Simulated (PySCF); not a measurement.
# Correlation energy of Ar²⁺ (argon, charge +2)

[Ne] 3s2 3p4, high-spin 3P determinant. Calculation: PySCF 2.14, in def2-TZVPPD (6s6p4d1f, 51 functions); no relativity, point nucleus. Frozen: 1s2; 14 electrons correlated.

| level | correlation energy (mhartree) |
| --- | --- |
| CCSD | -317.80 |
| (T) | -5.40 |
| CCSD(T) | -323.20 |

Diagnostics: T1 = 0.0056, D1 = 0.0275, largest double amplitude 0.043.

Task: Is a single reference adequate?

Result: Yes: T1 lies below 0.03 and no double amplitude reaches 0.07.

This basis was not built for core-valence correlation, so the inner-shell part is incomplete.
